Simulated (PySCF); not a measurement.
Species: C6H8O2S.
SMILES with atom numbers: `[O:1]=[CH:2][O:3][CH2:4]/[CH:5]=[C:6]1\[CH2:7][CH2:8][S:9]1`

Definitions: NICS(0) = −σiso at the ring centroid; NICS(1) = −σiso and NICS(1)zz = −σzz at ±1 Å along the ring normal z. Level: GIAO PBE0/pcSseg-1 (PySCF, non-relativistic, gas phase) on the GFN2-xTB geometry, one conformer.

Ring bond lengths (Å), with Mayer bond orders in brackets: C6–C7 1.500 (0.99), C7–C8 1.532 (0.99), C8–S9 1.836 (1.00), S9–C6 1.762 (1.08).

Q: What do the NICS probes read (ppm)?

A: 
```csv
ring,type,NICS(0),"NICS(1), two faces","NICS(1)zz, two faces",rms pucker (Å),"centre to ring atoms, mean (Å)"
C6–C7–C8–S9,4-membered ring with S; formal bonds all single,0.3,-0.1 / -0.1,5.4 / 5.7,0.00,1.17
```

Q: What do they say, and how far can they be read as aromaticity?

A: 
- C6–C7–C8–S9: mean NICS(1)zz 5.6 ppm, deshielded. C7, C8 have four or more neighbours, and the NICS criterion for π rings isn't applied.

Q: What is the mean of the two in-plane components of NICS at the first NICS(1) probe listed for ring C6–C7–C8–S9, 1 Å off the ring?

A: The isotropic value is a third of the trace: (3 × -0.1 − (5.4))/2 = -2.9 ppm.

Q: List the ring angles and the Hirshfeld charges of the ring atoms.

A: 
- C6–C7–C8–S9: C6 96.4° (-0.007 e), C7 94.8° (-0.067 e), C8 92.3° (-0.062 e), S9 76.6° (+0.021 e); sum 360.0° against 360° for a flat convex ring.

Q: What are the shieldings of the ring atoms and their hydrogens in the same run (means over atoms taken as equivalent)?

A: 
| atoms | environment | σ isotropic (ppm) | principal values of the symmetric part, first atom (ppm) |
| --- | --- | --- | --- |
| C6 | fully substituted alkene carbon | 31.3 | -67.1, 29.7, 131.3 |
| C7 | allylic carbon | 152.7 | 129.8, 157.1, 171.2 |
| C8 | sp3 carbon bound to sulfur | 160.4 | 145.3, 154.2, 181.6 |
| S9 | sulfide sulfur | 366.8 | 186.7, 270.8, 643.0 |
| H on C7 (×2) | methylene hydrogen | 28.29 | 24.1, 28.1, 32.6 |
| H on C8 (×2) | methylene hydrogen | 28.42 | 25.0, 26.1, 34.2 |

On one thread, Intel Xeon (x86_64), shared host, this took 46 s of wall time and 0.88 GiB of memory at its peak. This is the whole shielding run at PBE0/pcSseg-1, SCF included.

Shape of the structure used: `[O:1]=[CH:2][O:3][CH2:4]/[CH:5]=[C:6]1\[CH2:7][CH2:8][S:9]1`: O1–C2–O3–C4 0°, C2–O3–C4–C5 174°, O3–C4–C5–C6 -111°.
